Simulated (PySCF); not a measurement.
## Correlation energy of W⁻ (tungsten, charge -1)

[Xe] 4f14 5d5 6s2, high-spin 6S determinant. All numbers are calculated (PySCF 2.14, scalar relativity through the core potential, in aug-cc-pVDZ-PP with ECP60MDF). Frozen: 5s2 5p6; 7 electrons correlated.

```
  level  correlation energy (mhartree)
   CCSD                        -114.62
    (T)                          -5.61
CCSD(T)                        -120.23
```

Diagnostics: T1 = 0.11, D1 = 0.4111, largest double amplitude 0.078.

T1 exceeds 0.03, a sign that the reference determinant is poor.

Cost of the coupled-cluster step: of the order of 6 core-seconds, for 7 correlated electrons.
